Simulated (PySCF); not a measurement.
## Ionisation energy of P²⁺ by level of theory

P²⁺ [Ne] 3s2 3p1 [3p1/2^1, M_J = 1/2] → P³⁺ [Ne] 3s2, as a difference of total energies. All numbers are calculated (PySCF 2.14, the two-component X2C-1e Hamiltonian, in an even-tempered Gaussian basis (21 s from 0.054 bohr⁻², ratio 2.4; 14 p from 0.071 bohr⁻², ratio 2.4; 6 d from 0.6 bohr⁻², ratio 2.6; 5 f from 0.91 bohr⁻², ratio 2.6)). Correlated levels: 1s2 frozen; the 52 highest virtual spinors dropped. "Screened" scales the spin-orbit matrix elements by Boettger's factors to mimic the two-electron term; Breit and QED terms are absent.

Task: Order these methods by the ionisation energy they give, lowest first.
A. GMP2 (spin-free)
B. GHF (spin-free)
C. GHF (screened spin-orbit)
D. GMP2 (screened spin-orbit)

Result: B (29.594 eV), C (29.639 eV), A (29.855 eV), D (29.901 eV).

For comparison: 30.203 eV (measured; NIST Atomic Spectra Database, ionization energies).
